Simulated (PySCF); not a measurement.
CuH, SMILES [CuH] (connectivity only; charge and spin as stated), neutral, multiplicity 1.

Geometry: PBE0-D3(BJ)/def2-TZVPD. The spin state was assumed, not searched.

Two levels are set side by side: TDDFT-PBE/def2-TZVPD (PySCF) and TDDFT-CAM-B3LYP/def2-TZVPD (PySCF). Vertical, same geometry. The lowest singlet is HOMO−1→LUMO 100 % with PBE and HOMO→LUMO 87 % with the other functional; states are paired by order. Differences are taken from unrounded values.

| quantity | TDDFT-CAM-B3LYP |
|---|---|
| lowest singlet excitation (eV) | 2.95 |
| lowest triplet excitation (TDA) (eV) | 2.21 |
| first bright state (f over 0.05) (eV) | 5.45 |
| its oscillator strength | 0.15 |

### Question
What does TDDFT-PBE give, and how far is it from TDDFT-CAM-B3LYP? (Estimate from the structure and the level; the computed values follow.)

### Answer

```
quantity                               TDDFT-PBE  TDDFT-PBE minus TDDFT-CAM-B3LYP
-------------------------------------  ---------  -------------------------------
lowest singlet excitation (eV)              2.97                             0.02
lowest triplet excitation (TDA) (eV)        2.18                            -0.03
first bright state (f over 0.05) (eV)       4.97                            -0.48
its oscillator strength                     0.07                            -0.08
```

Rough cost on one machine, each run with all the roots and properties that it gave: TDDFT-CAM-B3LYP against TDDFT-PBE about 2 times.
